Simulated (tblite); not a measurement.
Compound: C7H8F2.
Atom-mapped SMILES: `[CH2:1]=[C:2]([CH3:3])[C@:4]1([CH2:5][F:6])[CH:7]=[C:8]1[F:9]` (hydrogens: H10, H11 on C1; H12, H13, H14 on C3; H15, H16 on C5; H17 on C7)

The geometry is computed with GFN2-xTB (gas phase).

Q: Give the optimised bond lengths and angles.

A: 
```
                  bond  length (pm)   order
                 C1=C2        132.6  double
                 C2–C3        150.0  single
                 C2–C4        149.0  single
                 C4–C5        152.5  single
                 C5–F6        137.2  single
                 C4–C7        153.5  single
                 C7=C8        129.4  double
                 C8–F9        131.5  single
                 C4–C8        149.4  single
                C1–H10        107.6  single
                C1–H11        107.5  single
C3–H12, C3–H13, C3–H14        108.8  single
                C5–H15        109.5  single
                C5–H16        109.5  single
                C7–H17        106.1  single
```

Bonds in one row agree within 1 pm and their mean is given. Orders are formal, as drawn. A selection of angles:
```
     angle  degrees
 C2–C1–H10    120.9
 C2–C1–H11    123.3
H10–C1–H11    115.9
  C1–C2–C3    121.7
  C1–C2–C4    123.4
  C3–C2–C4    114.9
 C2–C3–H12    110.6
 C2–C3–H13    110.3
H12–C3–H13    107.7
H12–C3–H14    108.7
  C2–C4–C5    116.2
  C2–C4–C7    119.5
  C2–C4–C8    119.7
  C5–C4–C7    117.2
  C5–C4–C8    117.8
  C7–C4–C8     50.6
  C4–C5–F6    110.1
 C4–C5–H15    111.7
 C4–C5–H16    111.1
 F6–C5–H15    106.7
 F6–C5–H16    106.7
H15–C5–H16    110.3
  C4–C7–C8     63.1
 C4–C7–H17    145.2
 C8–C7–H17    151.6
  C7–C8–F9    149.8
  C4–C8–C7     66.4
  C4–C8–F9    143.8
```

Torsions: C1–C2–C4–C5 -3° (synperiplanar); C2–C4–C5–F6 -178° (antiperiplanar); C2–C4–C7–C8 -106° (anticlinal); C4–C7–C8–F9 179° (antiperiplanar); C2–C4–C8–C7 105° (anticlinal).

The 7 C–C bonds span 1.294 Å (C7=C8, drawn double) to 1.535 Å (C4–C7, drawn single), a spread of 0.241 Å. The 2 C–F bonds span 1.315 Å (C8–F9, drawn single) to 1.372 Å (C5–F6, drawn single), a spread of 0.057 Å. The 3-membered ring C4–C7–C8 has internal angles of 50.6° to 66.4°. Of the pairs four or more bonds apart, C5···H11 is among the closest relative to their van der Waals radii: 2.57 Å, 89 % of the sum of Bondi's values.

Point group: C1 (no symmetry element, even within 0.4 Å). Its GFN2-xTB frequencies are all real (lowest 30 cm⁻¹). The numbers are those of one conformer. 3 starts were optimised and ended at 0.00, 1.10 and 1.38 kcal/mol (GFN2-xTB); the lowest of these is shown.
